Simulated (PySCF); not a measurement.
C₄H₈O₂, SMILES C[C@]1(O)C[C@@H]1O. Geometry optimised at PBE-D3(BJ)/def2-SVP. The structure was generated by enumeration; whether it is a known compound was not checked. One conformer was computed; it need not be the lowest.

Calculation: PBE-D3(BJ)/def2-SVP (PySCF 2.14.0).

Harmonic wavenumbers (cm⁻¹): 197, 216, 251, 299, 319, 392, 409, 461, 498, 709, 801, 875, 897, 930, 974, 988, 1044, 1070, 1155, 1215, 1221, 1275, 1305, 1342, 1353, 1402, 1410, 1463, 2964, 3012, 3046, 3063, 3092, 3168, 3671, 3687. Rotational constants (GHz): 5.256, 3.039, 2.561; symmetry number 1.

Work out the zero-point energy and the ideal-gas rigid-rotor harmonic-oscillator thermochemistry at 298.15 K and 1 atm.

ZPE = ½ Σ hcν = ½ × 50172 cm⁻¹ = 71.72 kcal/mol. H − E(el) = 76.67 kcal/mol. Entropy in cal/(mol K): translation 39.34, rotation 26.47, vibration 13.52, total 79.32. G − E(el) = 53.02 kcal/mol. Cp = 28.09 cal/(mol K).
